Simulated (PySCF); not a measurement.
Atom-mapped SMILES (the numbers label the heavy atoms): `[CH3:1][C@H:2]([F:3])/[C:4]([C:5]#[N:6])=[C:7](\[SiH3:8])[C:9]#[N:10]`; H(Xn) means a hydrogen on atom n.

Method: PBE0/pcSseg-1 with gauge-including orbitals, coordinates at the GFN2-xTB level, in PySCF 2.14.0 with density-fitted response routines (one conformer, no relativistic terms, rapidly exchanging positions averaged, gas phase).

δ = σ(ref) − σ, references computed at the same level: TMS for 13C (σ = 186.93 ppm), 1H (σ = 31.72 ppm), 29Si (σ = 349.16 ppm); CFCl3 for 19F (σ = 170.95 ppm); NH3 for 15N (σ = 267.73 ppm).

```json
{"atoms": "H(C1)", "nucleus": "1H", "count": "3", "Hirshfeld charge": "0.05", "δ (ppm)": "?"}
{"atoms": "H(C2)", "nucleus": "1H", "count": "1", "Hirshfeld charge": "0.06", "δ (ppm)": "5.60"}
{"atoms": "N6", "nucleus": "15N", "count": "1", "Hirshfeld charge": "-0.18", "δ (ppm)": "342.7"}
{"atoms": "C5", "nucleus": "13C", "count": "1", "Hirshfeld charge": "0.08", "δ (ppm)": "119.3"}
{"atoms": "C7", "nucleus": "13C", "count": "1", "Hirshfeld charge": "-0.06", "δ (ppm)": "130.8"}
{"atoms": "C2", "nucleus": "13C", "count": "1", "Hirshfeld charge": "0.08", "δ (ppm)": "?"}
{"atoms": "Si8", "nucleus": "29Si", "count": "1", "Hirshfeld charge": "0.32", "δ (ppm)": "-67.6"}
{"atoms": "H(Si8)", "nucleus": "1H", "count": "3", "Hirshfeld charge": "-0.07", "δ (ppm)": "?"}
{"atoms": "F3", "nucleus": "19F", "count": "1", "Hirshfeld charge": "-0.06", "δ (ppm)": "-203.5"}
{"atoms": "C4", "nucleus": "13C", "count": "1", "Hirshfeld charge": "0.03", "δ (ppm)": "?"}
{"atoms": "N10", "nucleus": "15N", "count": "1", "Hirshfeld charge": "-0.19", "δ (ppm)": "349.1"}
{"atoms": "C1", "nucleus": "13C", "count": "1", "Hirshfeld charge": "-0.12", "δ (ppm)": "23.6"}
{"atoms": "C9", "nucleus": "13C", "count": "1", "Hirshfeld charge": "0.07", "δ (ppm)": "122.5"}
```

Fill in the missing shifts.

Answers


- C4: 148.8 ppm, fully substituted alkene carbon; as expected for a trigonal carbon in a double bond
- C2: 96.9 ppm, allylic sp3 CH bonded to F; pulled downfield by the heteroatom
- H(Si8): 4.47 ppm, hydrogen on a silicon bonded to C
- H(C1): 1.68 ppm, hydrogen on a methyl carbon

Shifts are as computed. Against solution values, carbons near 30 ppm lie about +3 ppm off and those near 130 ppm about +5 ppm. Of 1309 compounds with measured shifts, 239 miss one by over three times the rms of a fit or turn the order of signals round; such compounds aren't used in these exercises. Unscaled 19F shifts against computed CFCl3 carry errors that often reach 10 to 50 ppm. Experimental scales use liquid or dissolved standards, which lie at an offset from isolated NH3 (liquid NH3: subtract about 20 ppm). Unscaled 15N shifts of sp2 nitrogen come out 20 to 40 ppm too high even then.
